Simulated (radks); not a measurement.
The indium ion In22+, 27 electrons, occupied as [Ar] 3d9.

Calculated with a radial shooting solver on a logarithmic mesh with Libxc functionals: scalar-relativistic Kohn-Sham, PBE, spin-polarised, spherical densities, finite nucleus; open shells are filled with parallel spins first (spin-orbit coupling, left out, can overturn this in heavy ions); Fermi nuclear charge, rms radius 4.6156 fm.

Energy parts (hartree):
part                        energy
total                  -5652.42723
kinetic                 5899.99371
electron-nucleus      -12937.37400
Hartree                 1521.27053
exchange-correlation    -136.31747

Orbitals (lengths in bohr, moments of r in powers of bohr):
| orbital | occ. | eigenvalue (hartree) | <r> | <r^4> | <1/r> |
|---|---|---|---|---|---|
| 1s up | 1 | -1045.941 | 0.02971 | 3.716e-06 | 51.86 |
| 1s down | 1 | -1045.941 | 0.02971 | 3.716e-06 | 51.86 |
| 2s up | 1 | -178.2064 | 0.1283 | 0.0006445 | 11.84 |
| 2s down | 1 | -178.1230 | 0.1282 | 0.0006438 | 11.84 |
| 2p up | 3 | -162.6636 | 0.1119 | 0.0004618 | 11.40 |
| 2p down | 3 | -162.6006 | 0.1119 | 0.0004611 | 11.40 |
| 3s up | 1 | -52.66611 | 0.3406 | 0.02631 | 4.292 |
| 3s down | 1 | -52.56820 | 0.3408 | 0.02638 | 4.288 |
| 3p up | 3 | -47.56225 | 0.3369 | 0.02698 | 4.104 |
| 3p down | 3 | -47.46240 | 0.3372 | 0.02708 | 4.100 |
| 3d up | 5 | -39.84407 | 0.3096 | 0.02252 | 3.895 |
| 3d down | 4 | -39.72609 | 0.3100 | 0.02266 | 3.891 |

The highest occupied level is 3d down at -1081.0 eV. The electron density at the nucleus is 1.791e+05 e/bohr^3 (large components only). For comparison, the ionisation energy in NIST's Atomic Spectra Database is 1109 eV (theoretical). In exact Kohn-Sham theory the highest level is minus the ionisation energy, but local and semilocal functionals leave it too shallow, through self-interaction and a potential that decays too fast; potentials with the right tail come closer.
